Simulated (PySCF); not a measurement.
Geometries of 2 isomers of C7H6O2, from PBE0-D3(BJ)/def2-SVP geometry optimisation, gas phase in PySCF 2.14.0. One conformer each, no zero-point energy, no frequencies.

Task: Which is lower in electronic energy at this level?
A.
```xyz
15
angstrom
O      1.386   -1.722    1.844
C      1.776   -0.594    1.797
O      1.299    0.407    1.048
C      0.246    0.318    0.157
C     -0.541   -0.817   -0.051
C     -1.574   -0.746   -0.987
C     -1.825    0.423   -1.701
C     -1.029    1.547   -1.479
C      0.005    1.496   -0.551
H      2.624   -0.194    2.390
H     -0.346   -1.730    0.504
H     -2.193   -1.631   -1.154
H     -2.638    0.459   -2.429
H     -1.213    2.471   -2.031
H      0.643    2.361   -0.357
```
B.
```xyz
15
angstrom
O      2.714   -0.188   -0.661
C      1.767   -0.963   -0.657
C      0.414   -0.588   -0.293
C     -0.628   -1.532   -0.312
C     -1.917   -1.169    0.034
C     -2.171    0.161    0.408
C     -1.164    1.112    0.437
C      0.148    0.755    0.086
O      1.104    1.666    0.116
H      1.922   -2.029   -0.945
H     -0.398   -2.559   -0.608
H     -2.725   -1.902    0.019
H     -3.187    0.456    0.683
H     -1.359    2.146    0.726
H      1.942    1.215   -0.162
```

Result: B. That is salicylaldehyde, `O=Cc1ccccc1O`, 6.9 kcal/mol below the other.

```
      SMILES                                 atoms numbered as above      E (Eh)  relative (kcal/mol)  relative (kJ/mol)  dipole (D)
O=Cc1ccccc1O  [O:1]=[CH:2][c:3]1[cH:4][cH:5][cH:6][cH:7][c:8]1[OH:9]  -420.04312                  0.0                0.0        2.81
O=COc1ccccc1  [O:1]=[CH:2][O:3][c:4]1[cH:5][cH:6][cH:7][cH:8][cH:9]1  -420.03208                  6.9               29.0        1.67
```

As drawn, the lower has an O–H bond, which the higher lacks; the higher has a C(=O)–O unit, which the lower lacks.
